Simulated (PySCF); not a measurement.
**Relaxation of singlet [PSe2]-**

Method: PySCF, PBE0, basis P def2-TZVPD, Se def2-TZVPD (no relativity, density fitting). A (50,194) grid was used.

A hand-made linear start, of D∞h symmetry, held to at least that symmetry:

```xyz
3
charge -1 multiplicity 1, angstrom
P     0.0000    0.0000    0.0000
Se    0.0000    0.0000    2.0900
Se    0.0000    0.0000   -2.0900
```

**Question.** What forces act on the atoms at the start (eV/Å)?

**Answer.** 
```
atom    Fx    Fy     Fz
  P1  0.00  0.00   0.00
 Se2  0.00  0.00   2.73
 Se3  0.00  0.00  -2.73
```

**Question.** What does it relax to?

**Answer.** It ends at D∞h with P–Se 2.236 Å (×2); Se–P–Se 180.0°. A frequency run shows 2 imaginary modes (one degenerate set), down to 472i cm⁻¹, so it is a higher-order saddle point. Other isomers or separated fragments may lie lower.

**Question.** How much energy is released, and in how many steps?

**Answer.** 35.4 kJ/mol in 4 steps.

The relaxation took about 50 core-seconds on a shared host.
